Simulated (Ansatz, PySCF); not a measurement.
Pair of molecules: N2 (SMILES N#N) (first 2 atoms) with PH3 (SMILES P); geometry from B3LYP-D3(BJ)/def2-TZVP.
(charge 0, multiplicity 1):
```xyz
6

N     -0.47408     0.52884    -0.25863
N      0.54419     0.13945    -0.29481
P      0.18286    -0.21928     3.73001
H     -0.80319    -0.83556     2.91738
H     -0.02268     1.05992     3.15221
H      1.23786    -0.54327     2.83877
```

Basis-set superposition error: the interaction energy with monomers in their own basis, and in the dimer's basis (counterpoise).

The values were computed with Ansatz (a first-principles code); PySCF for 6-31G* rows. Each number belongs to the level named beside it.

| level | uncorrected (kcal/mol) | counterpoise (kcal/mol) | difference |
|---|---|---|---|
| SVWN5/def2-TZVPPD | -0.82 | -0.76 | 0.06 |
| BLYP/def2-TZVPPD | 0.68 | 0.75 | 0.07 |
| revPBE/def2-TZVPPD | 0.47 | 0.54 | 0.07 |
| r2SCAN/def2-TZVPPD | -0.23 | -0.18 | 0.04 |
| B97M-V/def2-TZVPPD | -0.43 | -0.37 | 0.06 |
| B2PLYP/def2-TZVPPD | 0.04 | 0.13 | 0.09 |
| MP2/6-31G* | -0.29 | 0.13 | 0.42 |
| MP2/aug-cc-pV(D+d)Z | -0.68 | -0.32 | 0.36 |
| SCS-MP2/aug-cc-pV(D+d)Z | -0.51 | -0.14 | 0.37 |
| CCSD/aug-cc-pV(D+d)Z | -0.48 | -0.13 | 0.35 |

The error is largest for MP2/6-31G* (0.42 kcal/mol) and smallest for r2SCAN/def2-TZVPPD (0.04 kcal/mol).
